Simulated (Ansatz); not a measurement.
Reactions of C$_{2}$H$_{3}$ClOSi (`ClC1=CO[SiH2]1`).

Computed with Ansatz on PBE0-D4/def2-TZVP structures; ΔE is electronic, products minus reactants. CBS: MP2 limit from def2 TZ/QZ plus the TZ coupled-cluster correction, frozen cores. This one scheme is used for every species, atoms too. Open shells (•) are unrestricted, without spin–orbit coupling. Spin–orbit coupling would lower the free atoms: a little for C, Cl, O, Si. One conformer a species, not always the lowest.

(1) Order these by ΔE at CCSD(T)/CBS, lowest first. (Best estimate.)
A. `ClC1=CO[SiH2]1` → `OC1=C[SiH]1Cl`
B. `ClC1=CO[SiH2]1` → 2 C• + Cl• + 3 H• + O• + Si•
C. `ClC1=CO[SiH2]1` + H₂ → `C1=C[SiH2]O1` + HCl

Largest T1 diagnostic: 0.014, for `C1=C[SiH2]O1`.

Answers

(1) C (-92.0 kJ/mol), A (-24.7 kJ/mol), B (+3060.6 kJ/mol).
